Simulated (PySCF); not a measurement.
I3Ti (SMILES [I][Ti]([I])[I]), doublet, at a GFN2-xTB geometry (such geometries of metal compounds can be far from the true shape) (the multiplicity is a formal guess) (all electrons, no relativity). Base run: HF/STO-3G run with PySCF.

Input for PySCF:
```python
from pyscf import gto, scf

mol = gto.Mole()
mol.atom = '''
    Ti   -0.26398825    0.29094200    0.54074495
    I    -1.96538900   -1.56820713   -0.23004499
    I     0.02545701    2.17943500   -1.27450510
    I     2.04951202   -0.73199625    1.28008992
'''
mol.basis = 'sto-3g'
mol.spin = 1
mol.verbose = 3
mol.build()

mf = scf.UHF(mol)
mf.kernel()
mf.analyze()
```

The base run was repeated with changes; each row names its change, and settings that it needs were set with it.

```
change                                                                                                 basis functions        E (Eh)  HOMO (eV)  dipole (D)
-----------------------------------------------------------------------------------------------------  ---------------  ------------  ---------  ----------
base                                                                                                                99  -21392.09322      -7.62        2.45
basis = jorge-DZP-DKH; relativity = spin-free X2C; nucleus = Gaussian (with mol.nucmod = 'G')                      187  -22173.70332      -9.77        3.70
basis = jorge-DZP-DKH; relativity = spin-free X2C                                                                  187  -22174.31145      -9.77        3.70
basis = ANO-RCC-VDZP; relativity = spin-free X2C; nucleus = Gaussian (with mol.nucmod = 'G')                       163  -22190.23664      -9.90        3.17
basis = ANO-RCC-VDZP; relativity = spin-free X2C                                                                   163  -22190.95379      -9.90        3.17
basis = jorge-DZP-DKH; relativity = none                                                                           187  -21371.94558     -10.02        3.93
basis = Sapporo-DKH3-DZP-2012; relativity = none                                                                   199  -20899.85519     -10.65        3.52
basis = Sapporo-DKH3-DZP-2012; relativity = spin-free X2C; nucleus = Gaussian (with mol.nucmod = 'G')              199  -22189.53070      -9.81        2.84
basis = Sapporo-DKH3-DZP-2012; relativity = spin-free X2C                                                          199  -22190.16224      -9.80        2.84
basis = ANO-RCC-VDZP; relativity = none                                                                            163  -20870.34967     -10.94        3.95
```

Total energies compare only within one method and basis.

Open shells are given as the SCF converged; they aren't shown to be the lowest states, and a large step between rows can be another state.

Basis sets contracted for a relativistic Hamiltonian are a mismatch without it, so the rows without relativity aren't non-relativistic limits. No row has spin-orbit coupling; sets with core potentials leave out the core electrons.
